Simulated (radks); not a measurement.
Results of a calculation; reference values are marked as such.
All-electron atom: La+ in [Xe] 5d2. Code: a radial shooting solver on a logarithmic mesh with Libxc functionals. Model: scalar-relativistic Kohn-Sham, PBE, spin-polarised, spherical densities, finite nucleus; open shells are filled with parallel spins first (spin-orbit coupling, left out, can overturn this in heavy ions); Fermi nuclear charge, rms radius 4.855 fm.

Unscreened Slater integrals over Kohn-Sham orbitals (hartree). They are taken over the spin-up orbitals. Empty in this configuration: 4f.

F0(5d,5d): 0.31638
F2(5d,5d): 0.16219
F4(5d,5d): 0.10614
F0(5d,5p): 0.37539
F2(5d,5p): 0.17363
G1(5d,5p): 0.19672
G3(5d,5p): 0.12101
F0(5d,5s): 0.38834
G2(5d,5s): 0.11962
F0(5d,4d): 0.41890
F2(5d,4d): 0.074705
F4(5d,4d): 0.030040
G0(5d,4d): 0.015560
G2(5d,4d): 0.018579
G4(5d,4d): 0.015265
F0(5d,4f): 0.40040
F2(5d,4f): 0.11354
F4(5d,4f): 0.059169
G1(5d,4f): 0.072545
G3(5d,4f): 0.052648
G5(5d,4f): 0.038737
F0(5p,5p): 0.49384
F2(5p,5p): 0.26614
F0(5p,5s): 0.52829
G1(5p,5s): 0.35304
F0(5p,4d): 0.61777
F2(5p,4d): 0.17546
G1(5p,4d): 0.049955
G3(5p,4d): 0.048369
F0(5p,4f): 0.56768
F2(5p,4f): 0.21853
G2(5p,4f): 0.13669
G4(5p,4f): 0.10105
F0(5s,5s): 0.57330
F0(5s,4d): 0.70086
G2(5s,4d): 0.078041
F0(5s,4f): 0.63189
G3(5s,4f): 0.14715
F0(4d,4d): 1.1737
F2(4d,4d): 0.59796
F4(4d,4d): 0.39979
F0(4d,4f): 0.93432
F2(4d,4f): 0.42873
F4(4d,4f): 0.26970
G1(4d,4f): 0.50406
G3(4d,4f): 0.31182
G5(4d,4f): 0.21922
F0(4f,4f): 0.78277
F2(4f,4f): 0.35622
F4(4f,4f): 0.22051
F6(4f,4f): 0.15782

Derived for the open shells (J is the average intra-shell exchange parameter used in DFT+U). 5d: Racah B = F2/49 - 5 F4/441 = 0.002107 hartree, C = 35 F4/441 = 0.008424 hartree, C/B = 4.00, F4/F2 = 0.654, J = (F2 + F4)/14 = 0.01917 hartree.
